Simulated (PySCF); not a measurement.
CS2 (SMILES S=C=S), singlet, geometry from GFN2-xTB; PySCF with REVPBE/aug-cc-pVDZ.

Input for PySCF:
```python
from pyscf import gto, scf, dft

mol = gto.M(
    atom='''
S    -0.00000000   -0.00000000   -1.55012521
C     0.00000000    0.00000000    0.00000000
S     0.00000000    0.00000000    1.55012521
''',
    basis='aug-cc-pvdz',
    verbose=4,
)

mf = dft.RKS(mol)
mf.xc = 'revpbe'
mf.kernel()
```

What the program printed (banner, timings and long lists left out):

```
PySCF version 2.14.0

[INPUT] verbose = 4
[INPUT] num. atoms = 3
[INPUT] num. electrons = 38
[INPUT] charge = 0
[INPUT] spin (= nelec alpha-beta = 2S) = 0
[INPUT] symmetry False subgroup None
[INPUT] Mole.unit = angstrom
[INPUT] Symbol           X                Y                Z      unit          X                Y                Z       unit  Magmom
[INPUT]  1 S      0.000000000000   0.000000000000  -1.550125210000 AA    0.000000000000   0.000000000000  -2.929312105684 Bohr   0.0
[INPUT]  2 C      0.000000000000   0.000000000000   0.000000000000 AA    0.000000000000   0.000000000000   0.000000000000 Bohr   0.0
[INPUT]  3 S      0.000000000000   0.000000000000   1.550125210000 AA    0.000000000000   0.000000000000   2.929312105684 Bohr   0.0

nuclear repulsion = 109.240664174735
number of shells = 24
number of NR pGTOs = 135
number of NR cGTOs = 77
basis = aug-cc-pvdz
ecp = {}

******** <class 'pyscf.dft.rks.RKS'> ********
method = RKS
initial guess = minao
damping factor = 0
level_shift factor = 0
DIIS = <class 'pyscf.scf.diis.CDIIS'>
diis_start_cycle = 1
diis_space = 8
diis_damp = 0
SCF conv_tol = 1e-09
SCF conv_tol_grad = None
SCF max_cycles = 50
direct_scf = True
direct_scf_tol = 1e-13
XC library pyscf.dft.libxc version 7.1.2
    S. Lehtola, C. Steigemann, M. J. T. Oliveira, and M. A. L. Marques,  SoftwareX 7, 1–5 (2018)
XC functionals = revpbe
    Y. Zhang and W. Yang,  Phys. Rev. Lett. 80, 890 (1998)
    J. P. Perdew, K. Burke, and M. Ernzerhof,  Phys. Rev. Lett. 77, 3865 (1996)
    J. P. Perdew, K. Burke, and M. Ernzerhof,  Phys. Rev. Lett. 78, 1396 (1997)
radial grids:
    Treutler-Ahlrichs [JCP 102, 346 (1995); DOI:10.1063/1.469408] (M4) radial grids

becke partition: Becke, JCP 88, 2547 (1988); DOI:10.1063/1.454033
pruning grids: <function nwchem_prune>
grids dens level: 3
symmetrized grids: False
atomic radii adjust function: <function treutler_atomic_radii_adjust>
small_rho_cutoff = 0
Set gradient conv threshold to 3.16228e-05
Initial guess from minao.
tot grids = 51880
init E= -834.774193010434
  HOMO = -0.275259557411856  LUMO = -0.118052977215575  gap/eV = 4.27781
cycle= 1 E= -834.353337755072  delta_E= 0.421  |g|= 0.119  |ddm|= 2.37
  HOMO = -0.232116981341152  LUMO = -0.0843747710679099  gap/eV = 4.02027
cycle= 2 E= -834.354283843186  delta_E= -0.000946  |g|= 0.106  |ddm|= 0.317
  HOMO = -0.24962779491678  LUMO = -0.101620852546101  gap/eV = 4.02747
cycle= 3 E= -834.35679159926  delta_E= -0.00251  |g|= 0.0701  |ddm|= 0.167
  HOMO = -0.250455915631698  LUMO = -0.0993061979647719  gap/eV = 4.11299
cycle= 4 E= -834.358132048311  delta_E= -0.00134  |g|= 0.00781  |ddm|= 0.0718
  HOMO = -0.249786159457518  LUMO = -0.0990110063650689  gap/eV = 4.10280
cycle= 5 E= -834.358145933138  delta_E= -1.39e-05  |g|= 0.000125  |ddm|= 0.00849
  HOMO = -0.249816576946177  LUMO = -0.0990474125800837  gap/eV = 4.10264
cycle= 6 E= -834.358145937416  delta_E= -4.28e-09  |g|= 4.17e-05  |ddm|= 0.000273
  HOMO = -0.249811703611818  LUMO = -0.0990418385598055  gap/eV = 4.10266
cycle= 7 E= -834.358145938021  delta_E= -6.05e-10  |g|= 2.69e-06  |ddm|= 5.78e-05
  HOMO = -0.249811354361981  LUMO = -0.099041121467903  gap/eV = 4.10267
Extra cycle  E= -834.358145938003  delta_E= 1.81e-11  |g|= 8.46e-06  |ddm|= 1.05e-05
converged SCF energy = -834.358145938003
```
